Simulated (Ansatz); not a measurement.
Stepwise reaction of `[F][Sn]([F])([SiH3])[SiH3]` with water, as a gas-phase model of exchange steps in deposition or etching. ΔE in kJ/mol; ΔG adds harmonic PBE0-D4 terms to CCSD(T)/CBS, at 1 bar.

Isolated molecules relaxed with PBE0-D4/def2-TZVP in Ansatz; ΔE leaves out vibrations. CCSD(T)/CBS is the MP2 limit (def2-TZVPP, def2-QZVPP) plus CCSD(T) − MP2 in def2-TZVPP, frozen cores. This one scheme is used for every species. DFT in def2-TZVPP. B3LYP here is the variant with VWN-RPA as its local correlation; programs differ in this. Elements past krypton have def2 core potentials. For Sn outer-core shells are correlated without core-valence functions, which leaves a few kJ/mol of doubt a bond. Each species was taken in one conformer, which may not be the lowest.

| step | reaction | PBE-D4 | B3LYP-D4 | ωB97M-V | CCSD(T)/CBS | ΔG(400 K) |
| --- | --- | --- | --- | --- | --- | --- |
| 1 | `[F][Sn]([F])([SiH3])[SiH3]` + H₂O → `[OH][Sn]([F])([F])[SiH3]` + SiH₄ | 8.5 | -2.4 | -6.4 | -4.5 | -8.1 |

Question: Give the row of step 2, `[OH][Sn]([F])([F])[SiH3]` + H₂O → `[OH][Sn]([OH])([F])[F]` + SiH₄. (An estimate is asked.)

Answer: Ansatz gave: 
```tsv
step	reaction	PBE-D4	B3LYP-D4	ωB97M-V	CCSD(T)/CBS	ΔG(400 K)
2	`[OH][Sn]([F])([F])[SiH3]` + H₂O → `[OH][Sn]([OH])([F])[F]` + SiH₄	41.9	34.9	30.5	31.1	34.3
```

Question: By hand: ΔE of the 2 steps together at CCSD(T)/CBS.

Answer: (-4.5) + (31.1) = 26.6 kJ/mol, or 13.3 kJ/mol a step.

In ΔE each step is higher than the one before. ΔG lies between -8.1 and 34.3 kJ/mol a step. PBE-D4 differs from CCSD(T)/CBS by 10.8 to 13.0 kJ/mol a step. Only this route is followed, and other bonds may react first. Isolated molecules leave out the surface, adducts and barriers. Largest T1 diagnostic: 0.015.
